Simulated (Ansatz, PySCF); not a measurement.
Complex: boric acid (SMILES OB(O)O) (first 7 atoms) with HF (SMILES F); geometry from B3LYP-D3(BJ)/def2-TZVP.
(charge 0, multiplicity 1):
```xyz
9

O     -0.0277    -0.5708     1.5599
B      0.2839    -0.2498     0.2582
O      0.7011    -1.2712    -0.5562
O      0.1406     1.0624    -0.0763
H      0.0853    -1.5052     1.7603
H      0.9171    -1.0406    -1.4628
H      0.3537     1.3029    -0.9803
F     -0.8783     0.8638     3.6154
H     -0.5747     0.4125     2.8464
```

Counterpoise-corrected where a basis set is named; no monomer relaxation. Rows marked so take none.

Rows in STO-3G carry no dispersion term and start afresh at each structure.

Run with Ansatz (a quantum-chemistry and plane-wave program) with Gaussian orbitals; PySCF for STO-3G rows, the dispersion terms. Values without a source in brackets are computed.

Q: One of these levels gives -32.5 kJ/mol for the interaction energy. Which?
A) SVWN5/def2-TZVPPD
B) HF/STO-3G (no counterpoise)
C) PBE-D3(BJ)/def2-TZVPPD

A: B, HF/STO-3G (no counterpoise). The others give -53.2 (SVWN5/def2-TZVPPD), -39.0 (PBE-D3(BJ)/def2-TZVPPD)
